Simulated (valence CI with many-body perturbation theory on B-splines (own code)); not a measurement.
## Forbidden lines of Br13+

Level of theory: valence CI with perturbative core correlation (CI+MBPT): four valence electrons over a frozen Dirac-Fock core [Ar], a basis of 7 s, 7 p, 8 d, 6 f, 4 g, 1 h functions for each j, with the one-electron correlation potential Σ1 (screened to all orders), the two-electron term Σ2, the three-electron term Σ3, Breit, model QED; selected single and double excitations, second order for the rest, scaled by the run's own slope (own B-spline code, finite nucleus).

No measured levels were compared; by estimate terms of the open shell hold to 2 to 4 % of their energy, and close levels can change places. The list stops below the first excitations out of the core. Only levels of the ground parity were solved; by the run's estimate the other parity begins above the list, which can be wrong where configurations are misplaced.

Lines 1 to 50 of 120 in falling wavelength, among levels below 620160 cm⁻¹, chosen from the decays that carry over 1 % of a level's rate. Wavelengths and rates use the calculated energies, so an error of 2000 cm⁻¹ moves a line at 1334 nm by 27 % and its rate by three times that or more. Weak lines are less certain than strong ones. Lines between different terms over intervals too small for the method are left out, as are lines whose strength nearly cancels. Intervals below about 2000 cm⁻¹, as at the head of this list, are uncertain by tens of per cent. Branching is blank where the lifetime is uncertain.

Names give the largest LS component (configuration and term), which can be under half, so a name can repeat, a term be missing and a line seem to break the LS rules; names also repeat where a configuration has a term twice. Letters in brackets count levels of one name in rising energy.

| λ vac (nm) | Upper | Lower | Type | A (s⁻¹) | Branch % |
| --- | --- | --- | --- | --- | --- |
| 5303 | 3d⁴ ⁵D_1 | 3d⁴ ⁵D_0 | M1 | 3.51e-01 | 100.0 |
| 3448 | 3d⁴ ⁵D_2 | 3d⁴ ⁵D_1 | M1 | 1.35e+00 | 100.0 |
| 3423 | 3d⁴ ³H_6 | 3d⁴ ³H_5 | M1 | 4.75e-01 | 99.9 |
| 2945 | 3d⁴ ⁵D_3 | 3d⁴ ⁵D_2 | M1 | 1.79e+00 | 100.0 |
| 2925 | 3d⁴ ³G_5 | 3d⁴ ³G_4 | M1 | 5.61e-01 | 1.9 |
| 2753 | 3d⁴ ⁵D_4 | 3d⁴ ⁵D_3 | M1 | 1.28e+00 | 100.0 |
| 2253 | 3d⁴ ³H_5 | 3d⁴ ³H_4 | M1 | 1.93e+00 | 86.6 |
| 1334 | 3d⁴ ³F_3 [a] | 3d⁴ ³H_4 | M1 | 2.36e+00 | 2.7 |
| 1295 | 3d⁴ ³G_4 | 3d⁴ ³F_4 [a] | M1 | 1.26e+00 | 4.1 |
| 1116 | 3d⁴ ³P_1 [a] | 3d⁴ ³P_0 [a] | M1 | 1.24e+01 | 6.2 |
| 1075 | 3d⁴ ³G_3 | 3d⁴ ³F_2 [a] | M1 | 8.30e+00 | 12.7 |
| 953.0 | 3d⁴ ³G_3 | 3d⁴ ³F_3 [a] | M1 | 1.01e+01 | 15.5 |
| 940.7 | 3d⁴ ³F_4 [a] | 3d⁴ ³H_4 | M1 | 1.32e+01 | 10.8 |
| 921.2 | 3d⁴ ³G_4 | 3d⁴ ³F_3 [a] | M1 | 2.47e+00 | 8.1 |
| 917.1 | 3d⁴ ³P_2 [a] | 3d⁴ ³P_1 [a] | M1 | 1.78e+01 | 16.5 |
| 897.4 | 3d⁴ ³G_5 | 3d⁴ ³F_4 [a] | M1 | 8.28e+00 | 27.5 |
| 718.6 | 3d⁴ ³G_4 | 3d⁴ ³H_5 | M1 | 2.68e+00 | 8.8 |
| 693.8 | 3d⁴ ³G_5 | 3d⁴ ³H_6 | M1 | 8.41e+00 | 27.9 |
| 656.2 | 3d⁴ ³D_3 | 3d⁴ ³P_2 [a] | M1 | 4.96e+00 | 4.8 |
| 643.6 | 3d⁴ ¹G_4 [a] | 3d⁴ ³G_5 | M1 | 9.50e+00 | 5.6 |
| 600.1 | 3d⁴ ³D_2 | 3d⁴ ³P_2 [a] | M1 | 4.80e+00 | 4.0 |
| 576.9 | 3d⁴ ³G_5 | 3d⁴ ³H_5 | M1 | 1.16e+01 | 38.5 |
| 555.8 | 3d⁴ ³G_3 | 3d⁴ ³H_4 | M1 | 1.75e+00 | 2.7 |
| 532.5 | 3d⁴ ³D_1 | 3d⁴ ³P_2 [a] | M1 | 9.01e+00 | 6.4 |
| 527.5 | 3d⁴ ¹G_4 [a] | 3d⁴ ³G_4 | M1 | 6.30e+00 | 3.7 |
| 517.7 | 3d⁴ ¹G_4 [a] | 3d⁴ ³G_3 | M1 | 2.73e+01 | 16.1 |
| 501.0 | 3d⁴ ¹D_2 [a] | 3d⁴ ³D_1 | M1 | 1.43e+01 | 7.3 |
| 484.9 | 3d⁴ ³F_4 [b] | 3d⁴ ¹F_3 | M1 | 9.94e+00 |  |
| 453.0 | 3d⁴ ¹D_2 [a] | 3d⁴ ³D_2 | M1 | 5.65e+00 | 2.9 |
| 450.9 | 3d⁴ ³F_2 [b] | 3d⁴ ¹F_3 | M1 | 2.31e+01 | 10.6 |
| 433.8 | 3d⁴ ³D_3 | 3d⁴ ³F_3 [a] | M1 | 2.45e+00 | 2.4 |
| 429.5 | 3d⁴ ³D_2 | 3d⁴ ³F_2 [a] | M1 | 8.03e+00 | 6.7 |
| 425.6 | 3d⁴ ¹D_2 [a] | 3d⁴ ³D_3 | M1 | 2.43e+01 | 12.5 |
| 408.6 | 3d⁴ ³D_2 | 3d⁴ ³F_3 [a] | M1 | 1.88e+00 | 1.6 |
| 395.8 | 3d⁴ ¹I_6 | 3d⁴ ³H_6 | M1 | 2.51e+01 | 51.6 |
| 393.7 | 3d⁴ ³D_1 | 3d⁴ ³F_2 [a] | M1 | 6.18e+00 | 4.4 |
| 374.8 | 3d⁴ ¹G_4 [a] | 3d⁴ ³F_4 [a] | M1 | 7.88e+01 | 46.4 |
| 362.7 | 3d⁴ ³D_2 | 3d⁴ ³P_1 [a] | M1 | 2.70e+00 | 2.2 |
| 354.8 | 3d⁴ ¹I_6 | 3d⁴ ³H_5 | M1 | 2.34e+01 | 48.0 |
| 354.0 | 3d⁴ ³P_2 [b] | 3d⁴ ¹D_2 [a] | M1 | 1.86e+01 | 11.6 |
| 336.9 | 3d⁴ ³D_1 | 3d⁴ ³P_1 [a] | M1 | 2.85e+01 | 20.2 |
| 335.4 | 3d⁴ ¹G_4 [a] | 3d⁴ ³F_3 [a] | M1 | 4.32e+00 | 2.5 |
| 306.6 | 3d⁴ ¹F_3 | 3d⁴ ³D_2 | M1 | 1.19e+01 |  |
| 305.6 | 3d⁴ ³F_2 [b] | 3d⁴ ¹D_2 [a] | M1 | 1.18e+01 | 5.4 |
| 304.2 | 3d⁴ ¹G_4 [a] | 3d⁴ ³H_5 | M1 | 2.63e+01 | 15.5 |
| 293.8 | 3d⁴ ¹F_3 | 3d⁴ ³D_3 | M1 | 3.65e+01 |  |
| 277.4 | 3d⁴ ¹D_2 [a] | 3d⁴ ³G_3 | M1 | 1.20e+01 | 6.1 |
| 268.0 | 3d⁴ ¹G_4 [a] | 3d⁴ ³H_4 | M1 | 1.05e+01 | 6.2 |
| 258.8 | 3d⁴ ³D_1 | 3d⁴ ³P_0 [a] | M1 | 2.33e+01 | 16.6 |
| 258.2 | 3d⁴ ¹D_2 [a] | 3d⁴ ³P_2 [a] | M1 | 3.27e+01 | 16.7 |
